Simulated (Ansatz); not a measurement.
## GaHCl2O (SMILES [OH][Ga]([Cl])[Cl]): the energy, rung by rung

GaHCl2O: 5 atoms, total charge 0, spin state singlet. As SMILES, `[OH][Ga]([Cl])[Cl]`. The shape was relaxed beforehand at PBE0/def2-SVP.

```tsv
atom	x (Å)	y (Å)	z (Å)
O	0.2542	1.3550	0.2457
Ga	0.1171	-0.3940	0.0554
Cl	1.5060	-1.6389	1.0623
Cl	-1.4141	-1.2449	-1.1609
H	-0.4133	1.8492	-0.2438
```

Each level gives the dissociation energy of the Ga2–O1 bond into doublet GaCl2 and doublet OH (shapes relaxed at PBE0/def2-SVP, no zero-point term) (eV). The values are calculated.

```json
{"level": "SVWN5/def2-SVP", "kind": "LDA", "program": "Ansatz", "value (eV)": "5.34", "less CCSD(T)/def2-SVP": "+0.90"}
{"level": "PBE/def2-SVP", "kind": "GGA", "program": "Ansatz", "value (eV)": "4.48", "less CCSD(T)/def2-SVP": "+0.04"}
{"level": "B3LYP/def2-SVP", "kind": "global hybrid", "program": "Ansatz", "value (eV)": "4.27", "less CCSD(T)/def2-SVP": "-0.17"}
{"level": "PBE0-D4/def2-SVP", "kind": "global hybrid", "program": "Ansatz", "value (eV)": "4.41", "less CCSD(T)/def2-SVP": "-0.03"}
{"level": "CAM-B3LYP/def2-SVP", "kind": "range-separated hybrid", "program": "Ansatz", "value (eV)": "4.48", "less CCSD(T)/def2-SVP": "+0.04"}
{"level": "B2PLYP/def2-SVP", "kind": "double hybrid", "program": "Ansatz", "value (eV)": "4.45", "less CCSD(T)/def2-SVP": "+0.01"}
{"level": "RPA@PBE/def2-SVP", "kind": "RPA", "program": "Ansatz", "value (eV)": "4.11", "less CCSD(T)/def2-SVP": "-0.33"}
{"level": "MP2/def2-SVP", "kind": "perturbation theory", "program": "Ansatz", "value (eV)": "4.76", "less CCSD(T)/def2-SVP": "+0.32"}
{"level": "CCSD(T)/def2-SVP", "kind": "coupled cluster or CI", "program": "Ansatz", "value (eV)": "4.44", "less CCSD(T)/def2-SVP": "0.00"}
```

Differences are taken from CCSD(T)/def2-SVP for orientation; it has basis-set and higher-order errors of its own. All-electron rows without a relativistic Hamiltonian named are non-relativistic. The values span 4.11 to 5.34 eV. Measured bond enthalpies also hold zero-point and thermal terms, a few tenths of an eV less. In the correlated wave-function rows the outer d shell of Ga is correlated, in sets not made for it.
